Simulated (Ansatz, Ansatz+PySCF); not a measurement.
```yaml
atoms:
  - { symbol: O, position_ang: [2.6030, -0.1274, 0.0022] }
  - { symbol: O, position_ang: [1.4410, 2.1685, -0.0685] }
  - { symbol: O, position_ang: [-1.1627, 2.3394, 0.0776] }
  - { symbol: O, position_ang: [-2.6717, 0.1352, -0.0165] }
  - { symbol: O, position_ang: [-1.4209, -2.1676, 0.0672] }
  - { symbol: O, position_ang: [1.1514, -2.3550, -0.0534] }
  - { symbol: H, position_ang: [2.1125, 0.7449, 0.0022] }
  - { symbol: H, position_ang: [0.4000, 2.2237, -0.0006] }
  - { symbol: H, position_ang: [-1.7123, 1.4491, -0.0551] }
  - { symbol: H, position_ang: [-2.1519, -0.7695, -0.0035] }
  - { symbol: H, position_ang: [-0.4866, -2.2237, -0.0438] }
  - { symbol: H, position_ang: [1.7215, -1.4894, -0.0170] }
  - { symbol: H, position_ang: [3.0962, -0.0577, 0.8508] }
  - { symbol: H, position_ang: [1.5656, 2.7227, -0.8681] }
  - { symbol: H, position_ang: [-1.5790, 2.7316, 0.8312] }
  - { symbol: H, position_ang: [-3.1859, 0.0528, -0.8282] }
  - { symbol: H, position_ang: [-1.6226, -2.6703, 0.8164] }
  - { symbol: H, position_ang: [1.4977, -2.7402, -0.8201] }
```

Basis set: def2-SVP (spherical functions). Left uncorrelated: 6 orbitals. Charge 0, multiplicity 1.

Computed with Ansatz (development build ahead of 0.2.0); each method stands on the lowest determinant of its kind that the runs found. Restricted open shells among the atoms or ions are ROHF, correlated in semicanonical orbitals with singles. Restricted functionals stand beside restricted open-shell atoms, which can lie above the unrestricted atoms usual in DFT and then raise those values.

The atomization energy at this shape (free ground-state atoms in the same class of orbitals less the molecule, no zero-point energy) of singlet H₁₂O₆:

```csv
method,atomization energy
PBE0 (restricted),1391.95 kcal/mol
RHF-MP2,1341.84 kcal/mol
```

**Question.** What does RHF give?

**Answer.** 958.28 kcal/mol.
